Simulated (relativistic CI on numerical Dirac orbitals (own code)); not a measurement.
**Hg³³⁺: sensitivity of the levels to the model**

Base calculation: Dirac-Coulomb-Breit CI, KLI orbitals optimised for each configuration, model QED, unscaled Slater integrals.

CI space (outside the closed core [Ar] 3d10): 4s²4p⁶4d¹⁰4f, 4s²4p⁶4d⁹4f², 4s²4p⁶4d¹⁰5s, 4s²4p⁵4d¹⁰4f², 4s²4p⁶4d¹⁰5p, 4s²4p⁶4d¹⁰5d, 4s4p⁶4d¹⁰4f², 4s²4p⁶4d⁹4f5s, 4s²4p⁶4d¹⁰5f, 4s²4p⁶4d⁹4f5p, 4s²4p⁶4d¹⁰5g, 4s²4p⁶4d¹⁰6s, 4s²4p⁶4d¹⁰6p, 4s²4p⁶4d¹⁰6d, 4s²4p⁵4d¹⁰4f5s, 4s²4p⁶4d⁹4f5f, 4s²4p⁶4d¹⁰6f, 4s²4p⁶4d¹⁰7s, 4s4p⁶4d¹⁰5s², 4s²4p⁶4d¹⁰7d, 4s²4p⁶4d⁹4f6p. Double excitations out of closed p, d and f shells are left out; levels of such configurations are missing from the list, as are those of other unlisted configurations, and high levels can miss mixing partners.

Variants: (1) QED terms removed; (2) Breit term removed. Shifts of the energy above 4s²4p⁶4d¹⁰4f ²F°5/2, in cm⁻¹, for the lowest level and the first level of each name with at least 55 % of one term (blank where a level changes its place among those of its configuration and J or its character, or is not in the variant):

| Level | Base | Δ(1) | Δ(2) |
| --- | --- | --- | --- |
| 4s²4p⁶4d¹⁰4f ²F°5/2 | 0 | 0 | 0 |
| 4s²4p⁶4d¹⁰4f ²F°7/2 | 50715 | -186 | +2296 |
| 4s²4p⁶4d⁹4f² ⁴F3/2 | 1787041 | +311 | +3810 |
| 4s²4p⁶4d⁹4f² ⁴F5/2 | 1791904 | +321 | +3480 |
| 4s²4p⁶4d¹⁰5s ²S1/2 | 1843055 | -5545 | -4569 |
| 4s²4p⁶4d⁹4f² ⁴F9/2 | 1853655 | +152 | +6575 |
| 4s²4p⁶4d⁹4f² ⁴K15/2 | 1865434 | +159 | +7949 |
| 4s²4p⁶4d⁹4f² ⁴K17/2 | 1887120 | +82 | +9836 |
| 4s²4p⁶4d⁹4f² ²D3/2 | 1908610 | +168 | +5498 |
| 4s²4p⁶4d⁹4f² ²F7/2 | 1932110 | +52 | +7460 |
| 4s²4p⁶4d⁹4f² ²L17/2 | 1932364 | +59 | +9834 |
| 4s²4p⁶4d⁹4f² ²I13/2 | 1935623 | +6 | +9088 |
| 4s²4p⁶4d⁹4f² ⁴I15/2 | 1937470 | +37 | +9335 |
| 4s²4p⁶4d⁹4f² ²K15/2 | 1997005 | +79 | +8752 |
| 4s²4p⁶4d⁹4f² ⁴K11/2 | 2024775 | -118 | +9037 |

At this charge energies of transitions that change n are usually good to better than 1 %, and those within a shell (Δn = 0) to a few per cent.

Ionisation energy from the two ground configurations alone: base 1261.7 eV. The NIST ASD value (theoretical) is 1280 eV.

LS names give the leading component of a level, which can be under half, so a name can repeat, a term be missing and a line seem to break the LS rules.
